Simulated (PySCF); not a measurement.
## Calculated data, AlBH$_{4}$NSi, Al$_{2}$ClH$_{2}$O

All values are calculated (PySCF 2.14.0). Calculation on a computer-drawn molecule: optimised geometry and harmonic frequencies of an isolated molecule of the commonest isotopes, restricted reference for singlets and unrestricted otherwise, frozen core in MP2.

Common to all runs: charge 1; multiplicity 1; basis cc-pV(D+d)Z.

```yaml
- entry: 1
  formula: AlBH4NSi
  start_structure:
    atoms_angstrom:
      - [Al, -0.6486, -0.6351, 0.123]
      - ["N", 0.7139, 0.0987, 1.2567]
      - [B, 1.5448, 0.6372, 1.916]
      - [Si, 2.89, 1.3669, 3.102]
      - [H, -0.961, -2.1028, 0.4039]
      - [H, -1.3303, 0.3166, -0.8071]
      - [H, 3.6541, 0.698, 4.2206]
      - [H, 3.4855, 2.7412, 3.0204]
  given:
    method: HF
    drawn_bonds_atom: [1, 2, 3, 1, 1, 4, 4]
    drawn_bonds_other_atom: [2, 3, 4, 5, 6, 7, 8]
    drawn_bonds_order: [1, 2, 1, 1, 1, 1, 1]
  results:
    optimised_atom_element: [Al, "N", B, Si, H, H, H, H]
    "optimised_atom_x [angstrom]": [-0.6299, 0.6815, 1.557, 2.949, -0.3718, -1.817, 2.885, 4.094]
    "optimised_atom_y [angstrom]": [-0.6136, 0.1187, 0.6075, 1.384, -2.09, 0.3443, 1.282, 2.089]
    "optimised_atom_z [angstrom]": [0.1847, 1.256, 1.972, 3.11, -0.2475, -0.1425, 4.567, 2.536]
    "modes_frequency [cm^-1]": [92.23, 97.62, 102.2, 262.7, 269.1, 395.4, 588.1, 641.9, 650.5, 725.8, 755.5, 804.3, 1021, 2070, 2087, 2134, 2420, 2457]
    "modes_reduced_mass [dalton]": [4.336, 4.756, 1.008, 3.966, 4.275, 8.847, 1.341, 1.37, 1.198, 12.37, 1.216, 1.062, 1.069, 1.021, 1.067, 11.67, 1.029, 1.058]
    "rotational_constants [GHz]": [70.3, 1.253, 1.251]
    "total_energy [hartree]": -612.0563
    "convergence_status_largest_gradient_component [hartree/bohr]": 2.537e-05
- entry: 2
  formula: Al2ClH2O
  start_structure:
    atoms_angstrom:
      - [Al, 2.1392, 1.7261, -1.1178]
      - [O, 0.7846, 0.993, -0.2831]
      - [Al, -0.4551, 0.3059, 0.4956]
      - [Cl, -2.0152, -0.5796, 1.4397]
      - [H, 2.5962, 3.0309, -0.4414]
      - [H, 2.5401, 0.9889, -2.4502]
  given:
    method: HF
    drawn_bonds_atom: [1, 2, 3, 1, 1]
    drawn_bonds_other_atom: [2, 3, 4, 5, 6]
    drawn_bonds_order: [1, 1, 1, 1, 1]
  results:
    optimised_atom_element: [Al, O, Al, Cl, H, H]
    "optimised_atom_x [angstrom]": [2.113, 0.7618, -0.462, -1.997, 2.63, 2.544]
    "optimised_atom_y [angstrom]": [1.743, 0.9827, 0.292, -0.5734, 3.037, 0.9837]
    "optimised_atom_z [angstrom]": [-1.134, -0.2876, 0.4805, 1.445, -0.4388, -2.423]
    "modes_frequency [cm^-1]": [76.89, 84.6, 204.8, 230.0, 386.5, 589.1, 653.4, 683.3, 806.2, 1206, 2081, 2104]
    "modes_reduced_mass [dalton]": [6.38, 10.79, 7.684, 11.51, 14.14, 1.28, 1.19, 17.22, 1.082, 17.08, 1.018, 1.068]
    "rotational_constants [GHz]": [122.9, 1.026, 1.018]
    "total_energy [hartree]": -1019.2780
    "convergence_status_largest_gradient_component [hartree/bohr]": 2.055e-05
- entry: 3
  formula: Al2ClH2O
  start_structure:
    atoms_angstrom:
      - [Al, 2.1126, 1.7433, -1.1336]
      - [O, 0.7618, 0.9827, -0.2876]
      - [Al, -0.462, 0.292, 0.4805]
      - [Cl, -1.9965, -0.5734, 1.4449]
      - [H, 2.6302, 3.037, -0.4388]
      - [H, 2.5437, 0.9837, -2.4226]
  given:
    method: MP2
    drawn_bonds_atom: [1, 2, 3, 1, 1]
    drawn_bonds_other_atom: [2, 3, 4, 5, 6]
    drawn_bonds_order: [1, 1, 1, 1, 1]
  results:
    optimised_atom_element: [Al, O, Al, Cl, H, H]
    "optimised_atom_x [angstrom]": [2.138, 0.7652, -0.4791, -2.024, 2.638, 2.551]
    "optimised_atom_y [angstrom]": [1.758, 0.984, 0.2823, -0.5884, 3.049, 0.981]
    "optimised_atom_z [angstrom]": [-1.15, -0.2892, 0.4918, 1.461, -0.4368, -2.435]
    "modes_frequency [cm^-1]": [63.25, 72.96, 167.1, 188.3, 365.2, 546.5, 626.4, 656.7, 772.7, 1141, 2053, 2088]
    "modes_reduced_mass [dalton]": [5.975, 10.46, 11.3, 14.66, 14.3, 1.228, 1.167, 18.84, 1.075, 17.41, 1.018, 1.069]
    "rotational_constants [GHz]": [121.2, 1.001, 0.9927]
    "total_energy [hartree]": -1019.7029
    "convergence_status_largest_gradient_component [hartree/bohr]": 1.211e-05
```
